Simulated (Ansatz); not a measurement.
## Nudged elastic band run: Cl₃GaH₄Si

Input:

```yaml
crystal:
  periodic: [false, false, false]
  atoms:
    - { symbol: Ga, position_ang: [-0.064093, 0.299063, 0.262053] }
    - { symbol: Cl, position_ang: [0.252475, 1.516095, 1.983251] }
    - { symbol: Cl, position_ang: [1.599856, -0.216169, -0.980292] }
    - { symbol: Cl, position_ang: [-2.035939, 0.056417, -0.519004] }
    - { symbol: Si, position_ang: [0.17113, -2.937398, 1.082725] }
    - { symbol: H, position_ang: [-0.208564, -3.199053, -0.316581] }
    - { symbol: H, position_ang: [1.593761, -3.228961, 1.340039] }
    - { symbol: H, position_ang: [-0.715262, -3.642795, 2.030176] }
    - { symbol: H, position_ang: [-0.027962, -1.470598, 1.352934] }
basis:
  gaussian: { orbitals: def2-SVP }
hamiltonian:
  xc: { name: BHLYP }
neb:
  order_check: false
  images: 5
  f_tol: 0.05
  max_iterations: 60
  optimiser: fire
  climbing: true
  final_atoms:
    - { symbol: Ga, position_ang: [0.06429271, -0.88083472, -0.14840638] }
    - { symbol: Cl, position_ang: [0.3363772, 0.52517116, 2.38828338] }
    - { symbol: Cl, position_ang: [1.58742022, 0.14978959, -1.27392581] }
    - { symbol: Cl, position_ang: [-1.87265134, 0.12114037, -0.28756029] }
    - { symbol: Si, position_ang: [0.28058403, -3.09101612, 0.75278556] }
    - { symbol: H, position_ang: [0.04012655, -4.08703021, -0.31697566] }
    - { symbol: H, position_ang: [1.64460176, -3.27304769, 1.29806442] }
    - { symbol: H, position_ang: [-0.71727458, -3.27516771, 1.83028691] }
    - { symbol: H, position_ang: [-0.79807453, 0.98759633, 1.99274887] }
  initial_path:
    images:
      - { positions_ang: [[-0.064093, 0.299063, 0.262053], [0.252475, 1.516095, 1.983251], [1.599856, -0.216169, -0.980292], [-2.035939, 0.056417, -0.519004], [0.17113, -2.937398, 1.082725], [-0.208564, -3.199053, -0.316581], [1.593761, -3.228961, 1.340039], [-0.715262, -3.642795, 2.030176], [-0.027962, -1.470598, 1.352934]] }
      - { positions_ang: [[-0.0527701, 0.19194103, 0.16106393], [0.17089022, 1.02906737, 2.17138564], [1.69754128, -0.15389398, -1.05000728], [-2.01925639, 0.01023503, -0.72305369], [0.15638498, -2.78763527, 1.00854898], [-0.36037158, -3.25606558, -0.20875061], [1.56938696, -3.12700174, 1.17652943], [-0.60633253, -3.27583463, 2.09514655], [0.00992916, -1.45421123, 1.60443805]] }
      - { positions_ang: [[-0.04144719, 0.08481906, 0.06007486], [0.08930543, 0.54203974, 2.35952028], [1.79522656, -0.09161895, -1.11972256], [-2.00257378, -0.03594694, -0.92710339], [0.14163996, -2.63787254, 0.93437296], [-0.51217917, -3.31307816, -0.10092021], [1.54501291, -3.02504248, 1.01301985], [-0.49740306, -2.90887427, 2.1601171], [0.04782033, -1.43782446, 1.8559421]] }
      - { positions_ang: [[-0.03012429, -0.0223029, -0.04091421], [0.00772065, 0.05501211, 2.54765492], [1.89291184, -0.02934393, -1.18943783], [-1.98589117, -0.08212892, -1.13115308], [0.12689495, -2.48810981, 0.86019694], [-0.66398675, -3.37009074, 0.00691018], [1.52063887, -2.92308321, 0.84951028], [-0.38847359, -2.5419139, 2.22508765], [0.08571149, -1.42143769, 2.10744616]] }
      - { positions_ang: [[0.00134804, -0.30848017, -0.07674493], [0.11727283, 0.21173179, 2.49453107], [1.7910813, 0.03036724, -1.21760049], [-1.94814456, -0.01437249, -0.84995548], [0.17812464, -2.68907858, 0.82439315], [-0.42928232, -3.60907056, -0.10105177], [1.56195983, -3.03973804, 0.99902832], [-0.49807392, -2.78633184, 2.0934874], [-0.20888385, -0.61842635, 2.06921373]] }
      - { positions_ang: [[0.03282037, -0.59465745, -0.11257565], [0.22682502, 0.36845148, 2.44140723], [1.68925076, 0.09007842, -1.24576315], [-1.91039795, 0.05338394, -0.56875788], [0.22935434, -2.89004735, 0.78858936], [-0.19457789, -3.84805038, -0.20901371], [1.60328079, -3.15639286, 1.14854637], [-0.60767425, -3.03074978, 1.96188716], [-0.50347919, 0.18458499, 2.0309813]] }
      - { positions_ang: [[0.06429271, -0.88083472, -0.14840638], [0.3363772, 0.52517116, 2.38828338], [1.58742022, 0.14978959, -1.27392581], [-1.87265134, 0.12114037, -0.28756029], [0.28058403, -3.09101612, 0.75278556], [0.04012655, -4.08703021, -0.31697566], [1.64460176, -3.27304769, 1.29806442], [-0.71727458, -3.27516771, 1.83028691], [-0.79807453, 0.98759633, 1.99274887]] }
```

Command:

```bash
$ ansatz run input.yaml --threads 4 --pin off --max-ram 5120MiB --backend cpu --events-out ev --progress --plain --runs-dir out
```

Output, in part (warnings, iteration lines, the closing report on the highest movable image, with atoms numbered from 0):

```
NEB end point (image 0): max|allowed force component| = 2.164e-2 eV/Å (the criterion of neb.relax_end_points is 1.000e-2)
NEB end point (image 6): max|allowed force component| = 1.796e-2 eV/Å (the criterion of neb.relax_end_points is 1.000e-2)
NEB iter   1: max|band force component| = 4.274e1 eV/Å  barrier→ = 8.6143 eV  barrier← = 7.8659 eV  Δτ_max = 0.2000 Å  (165 SCF iters)
NEB iter   2: max|band force component| = 5.832e0 eV/Å  barrier→ = 3.6336 eV  barrier← = 2.8851 eV  Δτ_max = 0.0989 Å  (137 SCF iters)
NEB iter   3: max|band force component| = 2.145e0 eV/Å  barrier→ = 3.3009 eV  barrier← = 2.5524 eV  Δτ_max = 0.0309 Å  (133 SCF iters)
NEB iter   4: max|band force component| = 1.879e0 eV/Å  barrier→ = 3.0755 eV  barrier← = 2.3270 eV  Δτ_max = 0.0581 Å  (130 SCF iters)
NEB iter   5: max|band force component| = 1.322e0 eV/Å  barrier→ = 2.7360 eV  barrier← = 1.9875 eV  Δτ_max = 0.0765 Å  (130 SCF iters)
NEB iter   6: max|band force component| = 1.073e0 eV/Å  barrier→ = 2.4140 eV  barrier← = 1.6655 eV  Δτ_max = 0.0798 Å  (130 SCF iters)
NEB iter   7: max|band force component| = 1.599e0 eV/Å  barrier→ = 2.1396 eV  barrier← = 1.3911 eV  Δτ_max = 0.0869 Å  (131 SCF iters)
NEB iter   8: max|band force component| = 1.305e0 eV/Å  barrier→ = 1.8530 eV  barrier← = 1.1046 eV  Δτ_max = 0.0948 Å  (128 SCF iters)
NEB iter   9: max|band force component| = 9.175e-1 eV/Å  barrier→ = 1.6867 eV  barrier← = 0.9382 eV  Δτ_max = 0.0150 Å  (127 SCF iters)
NEB iter  10: max|band force component| = 5.961e-1 eV/Å  barrier→ = 1.6879 eV  barrier← = 0.9394 eV  Δτ_max = 0.0251 Å  (125 SCF iters)
NEB iter  11: max|band force component| = 6.788e-1 eV/Å  barrier→ = 1.6952 eV  barrier← = 0.9468 eV  Δτ_max = 0.0330 Å  (126 SCF iters)
NEB iter  12: max|band force component| = 7.957e-1 eV/Å  barrier→ = 1.7095 eV  barrier← = 0.9611 eV  Δτ_max = 0.0440 Å  (127 SCF iters)
NEB iter  13: max|band force component| = 6.526e-1 eV/Å  barrier→ = 1.7222 eV  barrier← = 0.9738 eV  Δτ_max = 0.0542 Å  (125 SCF iters)
NEB iter  14: max|band force component| = 1.355e0 eV/Å  barrier→ = 1.7213 eV  barrier← = 0.9729 eV  CI = image 2  Δτ_max = 0.0540 Å  (125 SCF iters)
NEB iter  15: max|band force component| = 1.325e0 eV/Å  barrier→ = 1.8513 eV  barrier← = 1.1028 eV  CI = image 2  Δτ_max = 0.0790 Å  (125 SCF iters)
NEB iter  16: max|band force component| = 1.185e0 eV/Å  barrier→ = 2.0913 eV  barrier← = 1.3429 eV  CI = image 2  Δτ_max = 0.1127 Å  (130 SCF iters)
NEB iter  17: max|band force component| = 1.251e0 eV/Å  barrier→ = 2.2294 eV  barrier← = 1.4809 eV  CI = image 2  Δτ_max = 0.1303 Å  (132 SCF iters)
NEB iter  18: max|band force component| = 1.250e0 eV/Å  barrier→ = 1.9880 eV  barrier← = 1.2395 eV  CI = image 2  Δτ_max = 0.0321 Å  (132 SCF iters)
NEB iter  19: max|band force component| = 1.061e0 eV/Å  barrier→ = 2.0145 eV  barrier← = 1.2660 eV  CI = image 2  Δτ_max = 0.0274 Å  (129 SCF iters)
NEB iter  20: max|band force component| = 9.614e-1 eV/Å  barrier→ = 2.0435 eV  barrier← = 1.2951 eV  CI = image 2  Δτ_max = 0.0524 Å  (123 SCF iters)
NEB iter  21: max|band force component| = 6.891e-1 eV/Å  barrier→ = 2.0871 eV  barrier← = 1.3386 eV  CI = image 2  Δτ_max = 0.0706 Å  (124 SCF iters)
NEB iter  22: max|band force component| = 5.338e-1 eV/Å  barrier→ = 2.1053 eV  barrier← = 1.3568 eV  CI = image 2  Δτ_max = 0.0159 Å  (125 SCF iters)
NEB iter  23: max|band force component| = 4.398e-1 eV/Å  barrier→ = 2.0919 eV  barrier← = 1.3435 eV  CI = image 2  Δτ_max = 0.0268 Å  (126 SCF iters)
NEB iter  24: max|band force component| = 3.082e-1 eV/Å  barrier→ = 2.0831 eV  barrier← = 1.3346 eV  CI = image 2  Δτ_max = 0.0082 Å  (123 SCF iters)
NEB iter  25: max|band force component| = 2.516e-1 eV/Å  barrier→ = 2.0832 eV  barrier← = 1.3348 eV  CI = image 2  Δτ_max = 0.0147 Å  (113 SCF iters)
NEB iter  26: max|band force component| = 2.065e-1 eV/Å  barrier→ = 2.0828 eV  barrier← = 1.3343 eV  CI = image 2  Δτ_max = 0.0179 Å  (123 SCF iters)
NEB iter  27: max|band force component| = 1.960e-1 eV/Å  barrier→ = 2.0804 eV  barrier← = 1.3320 eV  CI = image 2  Δτ_max = 0.0199 Å  (125 SCF iters)
NEB iter  28: max|band force component| = 2.311e-1 eV/Å  barrier→ = 2.0763 eV  barrier← = 1.3278 eV  CI = image 2  Δτ_max = 0.0066 Å  (122 SCF iters)
NEB iter  29: max|band force component| = 1.722e-1 eV/Å  barrier→ = 2.0762 eV  barrier← = 1.3278 eV  CI = image 2  Δτ_max = 0.0105 Å  (107 SCF iters)
NEB iter  30: max|band force component| = 1.644e-1 eV/Å  barrier→ = 2.0762 eV  barrier← = 1.3277 eV  CI = image 2  Δτ_max = 0.0131 Å  (116 SCF iters)
NEB iter  31: max|band force component| = 1.495e-1 eV/Å  barrier→ = 2.0760 eV  barrier← = 1.3276 eV  CI = image 2  Δτ_max = 0.0173 Å  (121 SCF iters)
NEB iter  32: max|band force component| = 1.496e-1 eV/Å  barrier→ = 2.0752 eV  barrier← = 1.3268 eV  CI = image 2  Δτ_max = 0.0213 Å  (122 SCF iters)
NEB iter  33: max|band force component| = 1.827e-1 eV/Å  barrier→ = 2.0735 eV  barrier← = 1.3250 eV  CI = image 2  Δτ_max = 0.0047 Å  (122 SCF iters)
NEB iter  34: max|band force component| = 1.600e-1 eV/Å  barrier→ = 2.0731 eV  barrier← = 1.3247 eV  CI = image 2  Δτ_max = 0.0088 Å  (105 SCF iters)
NEB iter  35: max|band force component| = 1.164e-1 eV/Å  barrier→ = 2.0729 eV  barrier← = 1.3245 eV  CI = image 2  Δτ_max = 0.0117 Å  (111 SCF iters)
NEB iter  36: max|band force component| = 1.276e-1 eV/Å  barrier→ = 2.0731 eV  barrier← = 1.3247 eV  CI = image 2  Δτ_max = 0.0139 Å  (117 SCF iters)
NEB iter  37: max|band force component| = 1.400e-1 eV/Å  barrier→ = 2.0735 eV  barrier← = 1.3250 eV  CI = image 2  Δτ_max = 0.0041 Å  (120 SCF iters)
NEB iter  38: max|band force component| = 1.251e-1 eV/Å  barrier→ = 2.0731 eV  barrier← = 1.3247 eV  CI = image 2  Δτ_max = 0.0070 Å  (99 SCF iters)
NEB iter  39: max|band force component| = 9.128e-2 eV/Å  barrier→ = 2.0725 eV  barrier← = 1.3241 eV  CI = image 2  Δτ_max = 0.0087 Å  (109 SCF iters)
NEB iter  40: max|band force component| = 9.703e-2 eV/Å  barrier→ = 2.0720 eV  barrier← = 1.3236 eV  CI = image 2  Δτ_max = 0.0102 Å  (109 SCF iters)
NEB iter  41: max|band force component| = 9.171e-2 eV/Å  barrier→ = 2.0718 eV  barrier← = 1.3234 eV  CI = image 2  Δτ_max = 0.0025 Å  (112 SCF iters)
NEB iter  42: max|band force component| = 8.369e-2 eV/Å  barrier→ = 2.0719 eV  barrier← = 1.3234 eV  CI = image 2  Δτ_max = 0.0049 Å  (96 SCF iters)
NEB iter  43: max|band force component| = 7.295e-2 eV/Å  barrier→ = 2.0718 eV  barrier← = 1.3234 eV  CI = image 2  Δτ_max = 0.0069 Å  (101 SCF iters)
NEB iter  44: max|band force component| = 6.708e-2 eV/Å  barrier→ = 2.0716 eV  barrier← = 1.3232 eV  CI = image 2  Δτ_max = 0.0084 Å  (109 SCF iters)
NEB iter  45: max|band force component| = 6.620e-2 eV/Å  barrier→ = 2.0712 eV  barrier← = 1.3228 eV  CI = image 2  Δτ_max = 0.0017 Å  (110 SCF iters)
NEB iter  46: max|band force component| = 5.629e-2 eV/Å  barrier→ = 2.0712 eV  barrier← = 1.3228 eV  CI = image 2  Δτ_max = 0.0032 Å  (92 SCF iters)
NEB iter  47: max|band force component| = 5.368e-2 eV/Å  barrier→ = 2.0712 eV  barrier← = 1.3227 eV  CI = image 2  Δτ_max = 0.0044 Å  (99 SCF iters)
NEB iter  48: max|band force component| = 5.703e-2 eV/Å  barrier→ = 2.0712 eV  barrier← = 1.3227 eV  CI = image 2  Δτ_max = 0.0061 Å  (103 SCF iters)
NEB iter  49: max|band force component| = 5.739e-2 eV/Å  barrier→ = 2.0711 eV  barrier← = 1.3226 eV  CI = image 2  Δτ_max = 0.0017 Å  (107 SCF iters)
NEB iter  50: max|band force component| = 5.492e-2 eV/Å  barrier→ = 2.0710 eV  barrier← = 1.3226 eV  CI = image 2  Δτ_max = 0.0033 Å  (91 SCF iters)
NEB iter  51: max|band force component| = 5.099e-2 eV/Å  barrier→ = 2.0709 eV  barrier← = 1.3224 eV  CI = image 2  Δτ_max = 0.0048 Å  (95 SCF iters)
NEB iter  52: max|band force component| = 4.647e-2 eV/Å  barrier→ = 2.0708 eV  barrier← = 1.3223 eV  CI = image 2  Δτ_max = 0.0000 Å  (214 SCF iters)
Total energy: -97869.31412763 eV, -3596.6309559868 hartree
Atom 0 at    -0.000064    -0.331861     0.007303 Å, force     0.000386    -0.014570    -0.010049 eV/Å
Atom 1 at    -0.053820     0.520387     2.252416 Å, force     0.001482    -0.000494     0.002619 eV/Å
Atom 2 at     1.845759     0.190583    -0.941194 Å, force     0.000037     0.000665    -0.002751 eV/Å
Atom 3 at    -1.869196     0.089865    -0.944655 Å, force    -0.004155    -0.012453     0.001534 eV/Å
Atom 4 at     0.145764    -2.735858     0.983522 Å, force    -0.000872     0.004593    -0.002085 eV/Å
Atom 5 at    -0.734035    -3.396267    -0.004977 Å, force     0.002947     0.011779    -0.008933 eV/Å
Atom 6 at     1.558267    -3.128558     0.809238 Å, force    -0.001855    -0.006368     0.002617 eV/Å
Atom 7 at    -0.316034    -3.062645     2.352855 Å, force    -0.005599    -0.005790    -0.009033 eV/Å
Atom 8 at    -0.011239    -0.969046     1.720792 Å, force     0.007628     0.022639     0.026081 eV/Å
Dipole moment:     0.019181    -0.516417     0.290237 e Å
```

The forces met the threshold. Neighbouring images differ by up to 2.0 eV, so the band resolves the path poorly. The order of the stationary point at the top wasn't checked. The orbitals stay closed-shell, which can raise the energy where a bond breaks towards radicals; this wasn't checked here.

Final band (atoms are numbered from 1 in the order of the input):

| image | path coordinate (Å) | energy (kJ/mol) | Ga1–Cl2 (Å) | Si5–H9 (Å) | Ga1–Si5 (Å) |
| --- | --- | --- | --- | --- | --- |
| 0 | 0.00 | 0.0 | 2.13 | 1.50 | 3.35 |
| 1 | 1.16 | 9.0 | 2.14 | 1.50 | 3.25 |
| 2 | 2.31 | 199.8 | 2.40 | 1.92 | 2.60 |
| 3 | 3.30 | 99.2 | 2.77 | 2.63 | 2.41 |
| 4 | 4.28 | 82.7 | 2.96 | 3.25 | 2.40 |
| 5 | 5.26 | 77.1 | 2.97 | 3.82 | 2.39 |
| 6 | 6.25 | 72.2 | 2.91 | 4.40 | 2.40 |

Time of the run: 8.3 min on 4 threads of Arm Neoverse V2, with other jobs on the host, peak memory 0.39 GiB.
